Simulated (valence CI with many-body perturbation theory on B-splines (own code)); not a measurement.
A CI+MBPT run for Nd29+

Calculated by relativistic CI+MBPT: three valence electrons over a frozen Dirac-Fock core [Ar] 3d10, radial functions for each j: 11 s, 11 p, 10 d, 8 f, 5 g, 2 h, with the one-electron correlation potential Σ1 (screened to all orders), the two-electron term Σ2, the three-electron term Σ3, Breit, model QED; selected single and double excitations, second order for the rest, scaled by the run's own slope (own B-spline code, finite nucleus).

Command, and the settings that its task file holds:

```sh
python run_cv.py task.json out
```

```
atom Nd  Z=60  mass_number=142  rms_radius_fm=4.9123
core [Ar] 3d10
valence 4s2 4p1
avg = 1
basis = M
breit = 1
cap = 32000
capref = 2000
cscale = 1
de = 0.0
dress = 0
eps = 2e-08
extrap = 1
h = 0.27
hh = 1
l2 = 3
lcore = 6
maxit = 60
n2 = 5
natural = 1
nlev = 150
nno = [5, 5, 5, 4, 2, 1]
nroot = 36
nsp = [6, 6, 5, 4, 3, 1]
pt2 = 1
qed = 1
rpa = 1
s1 = 1
s2 = 1
s3 = 1
screen = 1
tol = 2e-05
whole = 1
```

Problem. Roughly how long does this run take on one core of Arm Neoverse V2, and how much memory?

Solution. 110 s on 1 thread of Arm Neoverse V2 (shared host), peak memory 0.77 GiB.

Log. The first blocks belong to the next ion, which gives the ionisation energy. Fields: 2J, parity (1 odd), roots, reference size, generating configurations, candidates as configurations/state functions, variational space P, stored matrix elements, Davidson steps; e2 is the range of second-order energies in hartree. The first line gives the box (bohr), its intervals, the orbitals and the steps of their self-consistent field. Window is the range of levels sought, series limit the energy at which the first omitted orbital would enter, core excitation an estimate of the first excitation out of the core, left out the lowest levels not solved, and shifts from estimates the range by which levels moved from their first estimate, all in cm⁻¹.

```
rmax 7.7 intervals 61 orbitals 83 references ['4s2 4p', '4s 4p2', '4s2 4d', '4p3', '4s 4p 4d'] scf 3 t 1.1
2J=0 par=0 roots 2 ref 16 generators 4 cand 400/400 P 394/394 nnz 0 it 0
2J=0 par=0 roots 2 ref 16 generators 7 cand 22/22 P 408/408 nnz 0 it 0
   second order: generators 8 cand 8/8 e2 -0.00000 -0.00000
reference levels 1247, estimated 472, window 3563058 1/cm; series limit 6798974, core excitation 7065483
2J=1 par=1 roots 17 ref 83 generators 28 cand 9224/14333 P 4261/6400 nnz 4.7e+06 it 5
2J=1 par=1 roots 17 ref 83 generators 37 cand 7829/12315 P 6965/10826 nnz 1.2e+07 it 7
   second order: generators 48 cand 8040/12574 e2 -0.00002 -0.00000
2J=3 par=1 roots 28 ref 138 generators 28 cand 9809/22659 P 3045/6400 nnz 5.4e+06 it 5
2J=3 par=1 roots 28 ref 138 generators 39 cand 10962/26015 P 8236/18377 nnz 3.5e+07 it 8
   second order: generators 53 cand 10192/24348 e2 -0.00002 -0.00000
2J=1 par=0 roots 14 ref 82 generators 32 cand 10129/15765 P 4301/6400 nnz 4.7e+06 it 5
2J=1 par=0 roots 14 ref 82 generators 37 cand 8828/13922 P 6433/9883 nnz 1e+07 it 5
   second order: generators 50 cand 11991/18898 e2 -0.00002 -0.00000
2J=3 par=0 roots 21 ref 132 generators 31 cand 12817/28066 P 3117/6399 nnz 5.2e+06 it 5
2J=3 par=0 roots 21 ref 132 generators 48 cand 15294/35140 P 7862/17286 nnz 3e+07 it 8
   second order: generators 61 cand 13487/30846 e2 -0.00005 -0.00000
2J=5 par=0 roots 23 ref 143 generators 32 cand 13033/36066 P 2900/6667 nnz 5.7e+06 it 5
2J=5 par=0 roots 23 ref 143 generators 43 cand 15740/43700 P 8304/21147 nnz 4.5e+07 it 8
   second order: generators 65 cand 13857/39902 e2 -0.00006 -0.00000
2J=5 par=1 roots 28 ref 147 generators 26 cand 9264/24728 P 2692/6400 nnz 5.4e+06 it 5
2J=5 par=1 roots 28 ref 147 generators 38 cand 10852/30437 P 8393/21548 nnz 4.9e+07 it 8
   second order: generators 53 cand 10186/30550 e2 -0.00003 -0.00000
2J=7 par=1 roots 23 ref 123 generators 21 cand 9211/25529 P 2709/6399 nnz 5.5e+06 it 5
2J=7 par=1 roots 23 ref 123 generators 35 cand 10488/31733 P 7936/21014 nnz 4.8e+07 it 8
   second order: generators 49 cand 9245/30367 e2 -0.00003 -0.00000
2J=9 par=1 roots 12 ref 79 generators 14 cand 7893/21597 P 3042/6399 nnz 5.3e+06 it 5
2J=9 par=1 roots 12 ref 79 generators 28 cand 8958/27844 P 6642/16576 nnz 3.1e+07 it 8
   second order: generators 39 cand 8056/26978 e2 -0.00003 -0.00000
2J=7 par=0 roots 16 ref 115 generators 20 cand 10301/29635 P 2831/6398 nnz 5.2e+06 it 6
...
2J=11 par=0 roots 2 ref 39 generators 11 cand 6460/18665 P 3323/6992 nnz 6.1e+06 it 4
   second order: generators 17 cand 6853/20300 e2 -0.00004 -0.00002
2J=11 par=1 roots 6 ref 42 generators 8 cand 6038/15774 P 3071/6397 nnz 6e+06 it 5
2J=11 par=1 roots 6 ref 42 generators 16 cand 7098/20949 P 4468/10348 nnz 1.5e+07 it 6
   second order: generators 27 cand 8099/24341 e2 -0.00003 -0.00001
2J=13 par=1 roots 1 ref 14 generators 1 cand 2282/5837 P 827/1619 nnz 0 it 4
2J=13 par=1 roots 1 ref 14 generators 3 cand 4087/10942 P 1310/2811 nnz 1.8e+06 it 4
   second order: generators 7 cand 3984/10309 e2 -0.00002 -0.00002
left out: unestimated 5166820, estimated 3755896, shifts from estimates -4 to 35
operators 3.2
```

The Davidson iterations converged.

No measured spectrum was set against this ion. As an estimate, large intervals hold to a few tenths of a per cent, small ones and those within an open d or f shell to about a per cent.

```
Valence energy                            : -129.6083 hartree
Ionisation energy                         : 1093.4 eV (NIST: 1092 ± 4 eV (theoretical))
Reference configurations for the orbitals : 4s2 4p, 4s 4p2, 4s2 4d, 4p3, 4s 4p 4d
Radial orbitals                           : 83
Box radius                                : 7.732 bohr
Largest variational space                 : 21548
Lowest levels                             : (4s^2 4p1/2) J=1/2 0, (4s^2 4p3/2) J=3/2 253480, (4s 4p1/2^2) J=1/2 507350, (4s 4p1/2 4p3/2) J=3/2 [a] 696060, (4s 4p1/2 4p3/2) J=5/2 741110, (4s 4p1/2 4p3/2) J=3/2 [b] 810130, (4s 4p1/2 4p3/2) J=1/2 837110, (4s 4p3/2^2) J=5/2 975340, (4s 4p3/2^2) J=3/2 1090200, (4s 4p3/2^2) J=1/2 1091100, (4s^2 4d3/2) J=3/2 1173300, (4s^2 4d5/2) J=5/2 1214500, (4p1/2^2 4p3/2) J=3/2 1335200, (4p1/2 4p3/2^2) J=3/2 1536000 cm⁻¹
```

Levels are named by their leading jj configuration (3d3/2^4 stands for four electrons in 3d with j = 3/2), which in mixed levels can hold well under half, so a name can repeat and another be missing. Letters in brackets count levels of one name in rising energy.
